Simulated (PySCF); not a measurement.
# Spin–spin coupling constants

Molfile (atoms numbered from 1):
```
C4H8O3
     RDKit          3D

 15 15  0  0  0  0  0  0  0  0999 V2000
    2.5976    0.2991    0.0679 O   0  0  0  0  0  0  0  0  0  0  0  0
    1.3459    0.9178    0.1848 C   0  0  0  0  0  0  0  0  0  0  0  0
    0.3821    0.0335    1.0016 C   0  0  0  0  0  0  0  0  0  0  0  0
   -0.8805    0.6073    1.1703 O   0  0  0  0  0  0  0  0  0  0  0  0
   -1.6663    0.2041    0.0665 C   0  0  0  0  0  0  0  0  0  0  0  0
   -0.9789   -1.0794   -0.4446 C   0  0  0  0  0  0  0  0  0  0  0  0
    0.1869   -1.2012    0.3485 O   0  0  0  0  0  0  0  0  0  0  0  0
    2.4474   -0.6261   -0.1680 H   0  0  0  0  0  0  0  0  0  0  0  0
    1.4962    1.8690    0.6976 H   0  0  0  0  0  0  0  0  0  0  0  0
    0.9109    1.1105   -0.8075 H   0  0  0  0  0  0  0  0  0  0  0  0
    0.8188   -0.1649    1.9885 H   0  0  0  0  0  0  0  0  0  0  0  0
   -1.6823    0.9848   -0.7036 H   0  0  0  0  0  0  0  0  0  0  0  0
   -2.6814    0.0314    0.4272 H   0  0  0  0  0  0  0  0  0  0  0  0
   -0.7155   -1.0036   -1.5059 H   0  0  0  0  0  0  0  0  0  0  0  0
   -1.5852   -1.9743   -0.2877 H   0  0  0  0  0  0  0  0  0  0  0  0
  1  2  1  0
  2  3  1  0
  3  4  1  0
  4  5  1  0
  5  6  1  0
  6  7  1  0
  7  3  1  0
  1  8  1  0
  2  9  1  0
  2 10  1  0
  3 11  1  0
  5 12  1  0
  5 13  1  0
  6 14  1  0
  6 15  1  0
M  END
```

Couplings: B3LYP/pcJ-1 (without the spin–dipole term) in PySCF 2.14, geometry GFN2-xTB; gas phase, one conformer, non-relativistic. Couplings are averaged over pairs made equivalent by symmetry, fast rotation or ring inversion, so a value needn't be that of the named pair in this geometry, while other rotamers aren't included; one pair stands for each set, and the list holds a selection of those of at least 1.5 Hz over up to four bonds, among pairs with at least one C or H atom (others weren't computed).

Isotopes: 13C, 1H, 17O. Couplings to quadrupolar nuclei such as 17O and 33S are rarely resolved in practice.

```csv
pair,bonds,J (Hz)
"O1, C2",1,20.9
"O1, H8",1,?
"C2, C3",1,43.6
"C2, H9",1,147.9
"C3, O4",1,27.4
"C3, H11",1,?
"O4, C5",1,22.6
"C5, C6",1,?
"C5, H12",1,151.6
"C5, H13",1,?
"O1, H9",2,-9.0
"C2, H8",2,-2.9
"C2, H11",2,3.7
"O4, H11",2,-14.9
"O4, H12",2,?
"O4, H13",2,-11.9
"H9, H10",2,-10.7
"H12, H13",2,-7.4
"C3, H8",3,3.1
"C3, H13",3,?
"O4, H10",3,-1.9
"C5, H11",3,?
"H8, H9",3,8.0
"H9, H11",3,?
"H12, H14",3,10.1
"H12, H15",3,6.1
```

Estimate the withheld couplings, with signs.

Answers


- 1J(O1,H8) = -72.3 Hz (bond length 0.967 Å)
- 1J(C3,H11) = 174.7 Hz (bond length 1.097 Å, sp3 carbon)
- 1J(C5,C6) = 31.7 Hz (bond length 1.543 Å)
- 1J(C5,H13) = 156.2 Hz (bond length 1.091 Å, sp3 carbon)
- 2J(O4,H12) = -5.9 Hz (angle at C5 111°)
- 3J(C3,H13) = 4.6 Hz (dihedral angle 143°)
- 3J(C5,H11) = 7.4 Hz (dihedral angle 149°)
- 3J(H9,H11) = 6.1 Hz (mean over equivalent pairs that range from 2.6 to 9.7 Hz in this conformer)
